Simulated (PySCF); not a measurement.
EPR parameters of C7H10F

Species: C7H10F (doublet state).
Z-matrix (Å and degrees, GFN2-xTB geometry), rows numbered from 1:
```
C 
C   1  1.5309
C   2  1.4999  1  110.12
C   3  1.3212  2  121.41  1   -94.51
F   4  1.3595  3  120.25  2   179.53
C   4  1.4936  3  126.28  2    -0.43
C   6  1.4791  4  111.27  3    -3.88
C   7  1.4758  6  119.23  4   -22.28
H   1  1.0874  2  109.93  3    63.36
H   1  1.0877  2  110.40  3  -176.72
H   1  1.0876  2  110.50  3   -56.60
H   2  1.0952  1  108.45  3   119.18
H   3  1.0792  2  118.27  1    83.75
H   6  1.1039  4  107.95  3  -126.65
H   6  1.0972  4  109.35  3   119.19
H   7  1.0742  6  119.46  4   160.90
H   8  1.1004  2  106.92  1  -167.86
H   8  1.0905  2  110.13  1   -51.20
```

The hyperfine couplings belong to this conformer and change with its torsions.

The species is `C[C@@H]1C=C(F)C[CH]C1` [radical].

Method: UKS B3LYP, pcH-1 on C F H, non-relativistic, mean-field spin-orbit, GIAO in PySCF. Geometry: GFN2-xTB, one conformer, isolated molecule. The geometry wasn't refined by DFT: couplings that depend on bond lengths, twists or pyramidal angles can differ widely from those at the functional's own minimum. The SCF solution wasn't tested for stability.

```
g1, g2, g3                      : 2.00221, 2.00277, 2.00296
g_iso                           : 2.00265
Form of g                       : rhombic: the two nearest values differ by 25 % of g3 − g1
⟨S²⟩                            : 0.7539 (exact 0.7500)
HOMO–LUMO gap, α and β orbitals : 5.78, 5.16 eV
Total energy                    : -372.56465 Eh
```

Hyperfine couplings atom by atom, in mT; T1 to T3 are the principal values of the dipolar part (MHz turned into mT with g_iso):

```tsv
atom	isotope	a_iso	T1	T2	T3	Mulliken spin population
C1	13C	0.03	-0.05	0.00	0.05	0.01
C2	13C	1.49	-0.15	-0.12	0.27	0.03
C3	13C	-0.09	-0.05	-0.01	0.06	-0.01
C4	13C	0.36	-0.07	-0.02	0.09	0.02
F5	19F	-0.05	-0.20	-0.17	0.37	0.00
C6	13C	-1.16	-0.08	0.00	0.08	-0.09
C7	13C	3.20	-2.90	-2.88	5.78	1.03
C8	13C	-1.19	-0.07	0.00	0.07	-0.09
H9	1H	0.03	-0.19	-0.11	0.30	0.00
H10	1H	0.05	-0.06	-0.05	0.12	0.00
H11	1H	-0.03	-0.06	-0.04	0.09	0.00
H12	1H	0.02	-0.11	-0.06	0.17	0.00
H13	1H	0.07	-0.04	-0.03	0.08	0.00
H14	1H	4.84	-0.19	-0.12	0.31	0.06
H15	1H	1.81	-0.17	-0.16	0.33	0.02
H16	1H	-2.31	-1.39	0.00	1.39	-0.05
H17	1H	4.79	-0.19	-0.12	0.31	0.06
H18	1H	0.29	-0.18	-0.14	0.32	0.00
```

Largest spin populations (Mulliken): C7 (+1.03), C8 (-0.09), C6 (-0.09) and H17 (+0.06). No atom but C7 exceeds +0.15. The positive populations add up to 1.23 and the negative ones to -0.23, together 2S = 1. The angles at C7 add up to 359.9°, so it is planar; its axial dipolar tensor and the negative coupling of its proton fit spin in a p orbital normal to that plane.

Axes: g3 points within 14° of the C7–H16 bond.

Under fast tumbling the dipolar parts average out, and these isotropic splittings remain (the largest six): 1 × 1H (H14, I = 1/2, 2 lines) with 4.84 mT, 1 × 1H (H17, I = 1/2, 2 lines) with 4.79 mT, 1 × 1H (H16, I = 1/2, 2 lines) with 2.31 mT, 1 × 1H (H15, I = 1/2, 2 lines) with 1.81 mT, 1 × 1H (H18, I = 1/2, 2 lines) with 0.29 mT and 1 × 1H (H13, I = 1/2, 2 lines) with 0.07 mT.

The 13C coupling of C7 (89.7 MHz) shows only in satellite lines or after enrichment, since that isotope makes up about 1.07 % of natural carbon.

On an Arm Neoverse N1 with one thread, no GPU, on a shared host, this took 2.1 min wall (with the writing of density and orbital grids) and 0.97 GiB of memory at its peak.
